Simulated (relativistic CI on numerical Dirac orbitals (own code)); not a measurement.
d1 to d9 in one tetrahedral field

Computed with a parametric ligand-field model without spin-orbit coupling, by exact diagonalisation: B = 700, C = 3200, 10Dq = -3100 cm⁻¹ (Td; |10Dq|/B = 4.4) for every shell. Energies in cm⁻¹; the field energy is (0.6 n_e − 0.4 n_t2) × 10Dq of the ground term; g labels are left out.

```
Shell  Ground term  Electrons in e  Field energy  First spin-allowed bands  Lowest term of other spin
   d1           2E           1.000         -1860                  2T2 3100                           
   d2          3A2           2.000         -3720        3T2 3100, 3T1 5406                   1E 11233
   d3          4T1           1.873         -2086        4T2 2603, 4A2 5703                   2E 11319
   d4          5T2           2.000         -1240                   5E 3100                  3T1 13964
   d5          6A1           2.000             0                      none                  4T1 21546
   d6           5E           3.000         -1860                  5T2 3100                  3T1 14283
   d7            ?               ?             ?                         ?                          ?
   d8          3T1           3.873         -2086        3T2 2603, 3A2 5703                  1T2 10698
   d9          2T2           4.000         -1240                   2E 3100
```

**Question.** Fill in the row of d7.

**Answer.** Ground term: 4A2; Electrons in e: 4.000; Field energy: -3720; First spin-allowed bands: 4T2 3100, 4T1 5406; Lowest term of other spin: 2E 13855. Every shell keeps the spin of the free ion. Tetrahedral fields of 3d complexes are almost always too weak to pair spins. High-spin d^(n+5) repeats the spin-allowed bands of d^n, since the half-filled shell is spherical.
